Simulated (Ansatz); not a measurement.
Basis-set series for `BrC1=N[SiH2]1`. Charge 0, multiplicity 1. The structure was optimised at the PBE0-D4/def2-TZVP level.

```tsv
functional	basis	functions	energy (Eh)	HOMO (eV)	LUMO (eV)
PBE0-D4	def2-TZVPP	180	-2957.17249	-7.22	-1.47
PBE0-D4	def2-QZVPP	333	-2957.24020	-7.24	-1.52
ωB97M-V	def2-TZVPP	180	-2957.50390	-9.32	0.37
ωB97M-V	def2-QZVPP	333	-2957.56858	-9.34	0.22
```

Task: Give the rows for def2-SVP. (Best estimate.)

Result: Computed: 
```json
{"functional": "PBE0-D4", "basis": "def2-SVP", "functions": "88", "energy (Eh)": "-2956.64754", "HOMO (eV)": "-7.16", "LUMO (eV)": "-1.21"}
{"functional": "ωB97M-V", "basis": "def2-SVP", "functions": "88", "energy (Eh)": "-2956.97697", "HOMO (eV)": "-9.23", "LUMO (eV)": "0.79"}
```

Positive LUMOs are unbound and depend on the basis. Scalar relativity is left out up to krypton.
